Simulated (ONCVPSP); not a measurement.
What one change does to a pseudopotential (Ni (Z = 28), ONCV)

Ni (Z = 28), optimised norm-conserving Vanderbilt (ONCV), made with ONCVPSP 4.0.1 (BLYP, fully relativistic). Core [Ar], reference 3d8 4s1.5 (charge +0.5). Waves: 4s: rc 1.75 bohr, ncon 4, nbas 7, qcut 4.5 1/bohr, 3 projectors, debl 0.3 Ha; p scattering state at 0.08 Ha: rc 1.60 bohr, ncon 3, nbas 6, qcut 4.6 1/bohr, 1 projector; 3d: rc 1.60 bohr, ncon 4, nbas 9, qcut 10.3 1/bohr, 2 projectors, debl 2.9 Ha. Local part: polynomial inside 1.10 bohr (lpopt 5, dvloc0 0 Ha). Core correction: Teter function, fcfact 3.75, rcfact 1.7.

Open shells are filled in proportion to 2j + 1.

In the s channel the program set the typed energies aside and used -0.342, 0.250, 0.550 Ha.

All-electron outer shells of the reference configuration (BLYP, scalar-relativistic, ld1.x):

```csv
shell,level (eV),outermost node (bohr),outermost maximum (bohr)
3p,-75.57,0.27,0.65
3d,-13.13,–,0.63
4s,-9.30,0.92,2.18
```

Change: local potential polynomial inside 1.10 bohr (lpopt 5, dvloc0 2 Ha).

Cutoffs: the cutoffs (Ha) at which the residual kinetic energy of the hardest occupied pseudo-wave falls to 1 and 0.1 mHa per electron; they do not see the model core or the augmentation charge, which bear on the density cutoff. Errors are all-electron minus pseudo energies relative to the spin-unpolarised reference configuration.

Question: What does the change do?

Answer: The potential gets neither clearly harder nor softer (41 Ha and 46 Ha → 41 Ha and 46 Ha); both files keep a bound ghost (s); the lowest positive-energy flag moves from p3/2 at 17.8 eV to p1/2 at 37.0 eV; the errors of the 4 common tests hardly move.

| quantity | base | changed |
| --- | --- | --- |
| cutoff, loose | 41 Ha | 41 Ha |
| cutoff, tight | 46 Ha | 46 Ha |
| bound ghosts | s | s |
| GHOST(+) flags under 300 eV | p3/2 at 17.8 eV, p1/2 at 18.8 eV, s at 162.9 eV | p1/2 at 37.0 eV, s at 187.4 eV |
| error for 3d8 4s2, meV [ΔE -3.71 eV] | -1.0 | -1.0 |
| error for 3d8 4s1, meV [ΔE 5.64 eV] | -1.8 | -1.8 |
| error for 3d8 4s0, meV [ΔE 23.18 eV] | -28 | -28 |
| error for 3d7 4s2, meV [ΔE 12.31 eV] | -105 | -105 |
| s: phases at 1.78 bohr within 0.05 rad from the reference energy up to (Ha; the scan ends near 5) | 4.7 | to the end of the scan |
| p3/2: phases at 1.63 bohr within 0.05 rad from the reference energy up to (Ha; the scan ends near 5) | 0.3 | 0.4 |
| p1/2: phases at 1.63 bohr within 0.05 rad from the reference energy up to (Ha; the scan ends near 5) | 0.3 | 0.4 |
| d5/2: phases at 1.63 bohr within 0.05 rad from the reference energy up to (Ha; the scan ends near 5) | to the end of the scan | to the end of the scan |
| d3/2: phases at 1.63 bohr within 0.05 rad from the reference energy up to (Ha; the scan ends near 5) | to the end of the scan | to the end of the scan |
| rms error of d²Exc/dni dnj with the model core, mHa | 2.33 | 2.33 |

 A true bound ghost makes a file unfit for plane-wave use even where its test errors are small: the radial tests pick states by their node count and pass the ghost by.
